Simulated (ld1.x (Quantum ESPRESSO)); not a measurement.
**Before and after: TM potential for gold**

```json
{
  "Element": "Au (Z = 79)",
  "Generator": "ld1.x (Quantum ESPRESSO) 7.5",
  "Type": "norm-conserving Troullier–Martins (Kleinman–Bylander form)",
  "Functional": "LDA (PZ)",
  "Relativity": "fully relativistic",
  "Frozen core": "[Xe] 4f14",
  "Valence charge": "11",
  "Reference configuration": "5d9 6s2 6p0",
  "Partial waves": "6s (bound): rc 2.05 bohr; 6p (bound, empty): rc 3.40 bohr; 5d (bound): rc 2.05 bohr",
  "Local potential": "all-electron potential smoothed inside 2.00 bohr (lloc = -2)",
  "Core correction": "Bessel-smoothed model core inside 1.70 bohr"
}
```

Open shells are filled in proportion to 2j + 1 (rel_dist='average').

All-electron outer shells of the reference configuration (LDA (PZ), scalar-relativistic, ld1.x):

| shell | level (eV) | outermost node (bohr) | outermost maximum (bohr) |
| --- | --- | --- | --- |
| 4f | -84.58 | – | 0.37 |
| 5p | -62.77 | 0.52 | 0.94 |
| 5d | -9.16 | 0.56 | 1.20 |
| 6s | -6.96 | 1.11 | 2.27 |
| 6p | -1.25 | 1.31 | 3.30 |

Change: wave 6s (bound): rc 2.05 bohr becomes 6s (bound): rc 2.60 bohr.

Cutoffs: the cutoffs (Ry, on a coarse ladder) from which the occupation-weighted sum of valence levels, in a spherical-Bessel basis at the reference potential, stays within 10 and 1 mRy of its value at 400 Ry; they do not see the model core or the augmentation charge, which bear on the density cutoff. Errors are all-electron minus pseudo energies relative to the spin-unpolarised reference configuration.

Q: Predict the effect on cutoff, ghosts and configuration errors.

A: The potential gets neither clearly harder nor softer (45 Ry and 60 Ry → 45 Ry and 60 Ry); of the 7 tests that both files solve, the error grows in 2 and shrinks in 4 by more than 15 % and 0.3 meV (median size 68.7 → 57.0 meV); neither file shows a bound ghost.

| quantity | base | changed |
| --- | --- | --- |
| cutoff, loose | 45 Ry | 45 Ry |
| cutoff, tight | 60 Ry | 60 Ry |
| bound ghosts | none | none |
| error for 5d10 6s1 6p0, meV [ΔE -1.62 eV] | -47 | -38 |
| error for 5d10 6s0 6p0, meV [ΔE 8.17 eV] | -99 | -80 |
| error for 5d9 6s0 6p0, meV [ΔE 29.69 eV] | -34 | -33 |
| error for 5d7 6s0 6p0, meV [ΔE 111.84 eV] | -303 | -361 |
| error for 5d10 6s0 6p1, meV [ΔE 3.72 eV] | -65 | -49 |
| error for 5d10 6s0.5 6p0, meV [ΔE 2.33 eV] | -70 | -57 |
| error for 5d8 6s0 6p0, meV [ΔE 63.86 eV] | -69 | -93 |
| s: phases at 3.71 bohr within 0.05 rad from the reference energy up to (Ry; the scan ends near 5) | 0.7 | 0.6 |
| p1/2: phases at 3.71 bohr within 0.05 rad from the reference energy up to (Ry; the scan ends near 5) | 1.2 | 1.2 |
| p3/2: phases at 3.71 bohr within 0.05 rad from the reference energy up to (Ry; the scan ends near 5) | 1.2 | 1.2 |
| d3/2: phases at 3.71 bohr within 0.05 rad from the reference energy up to (Ry; the scan ends near 5) | 3.6 | 3.6 |
| d5/2: phases at 3.71 bohr within 0.05 rad from the reference energy up to (Ry; the scan ends near 5) | 3.7 | 3.7 |
